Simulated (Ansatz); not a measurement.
## A barrier at the coupled-cluster level

Start structure (SiH₅Cl₂OF, closed shell), relaxed at PBE0-D4/def2-TZVP:

Si1  (-1.248, 0.446, -1.175)
H2  (-0.217, 1.024, -2.050)
Cl3  (-2.792, -0.207, -2.338)
Cl4  (1.338, 1.775, 0.736)
H5  (-1.787, 1.335, -0.136)
H6  (0.610, -1.379, 1.029)
F7  (-0.634, -0.857, -0.462)
H8  (2.059, -1.608, 1.500)
O9  (1.273, -1.080, 1.663)
H10  (1.397, 0.551, 1.232)
(Å)

The step: SiH₂ClF ([F][SiH2][Cl]) + HCl + H₂O → SiHCl₂F ([F][SiH]([Cl])[Cl]) + H₂O + H₂; bonds formed: Si1–Cl4, H2–H8, O9–H10; bonds broken: Si1–H2, Cl4–H10, H8–O9. Ansatz 0.2.0; basis: def2-TZVPP and def2-QZVPP; cores frozen in the correlated methods. Extrapolation: Hartree–Fock as exp(−7.88 √X), correlation as X^−2.97. Energies below are by CCSD(T) at an estimated basis limit (MP2 extrapolated from triple and quadruple zeta, plus CCSD(T) − MP2 in triple zeta).

(1) What are the electronic barrier and the energy of the step, from the start structure to the end structure? (Judge from chemistry; the value comes from the calculation.)

The T1 diagnostic stays at or below 0.011.

Answers

(1) The calculation gives: Barrier 137.5 kJ/mol; step energy -51.3 kJ/mol (downhill); reverse barrier, their difference, 188.8 kJ/mol. Barrier and step energy count from the start structure, the reverse barrier from the end structure.

The saddle point: One imaginary mode of 403i cm⁻¹.
```csv
pair,start (Å),saddle (Å),end (Å)
Si1–Cl4,3.48,2.28,2.03
H2–H8,4.97,1.08,0.75
O9–H10,1.69,1.01,0.96
Si1–H2,1.47,1.60,4.86
Cl4–H10,1.32,1.97,3.19
H8–O9,0.96,1.15,2.55
```

Zero-point energy (harmonic, PBE0-D4): ZPE is 144.9 kJ/mol at the start and 148.3 kJ/mol at the saddle, so the barrier goes from 137.5 to 140.9 kJ/mol.

Labels in which every atom is bracketed show which atoms are joined, not bond orders.

For scale, one of the runs: CCSD(T)/def2-TZVPP, 258 basis functions, launched by `ansatz run in.yaml --threads 8 --pin off --events-out ev --progress --plain --max-ram 19148MiB`. The run took 110 s on 8 CPU threads of an Arm Neoverse V2 (shared host), with 5.8 GiB of host memory at its peak.
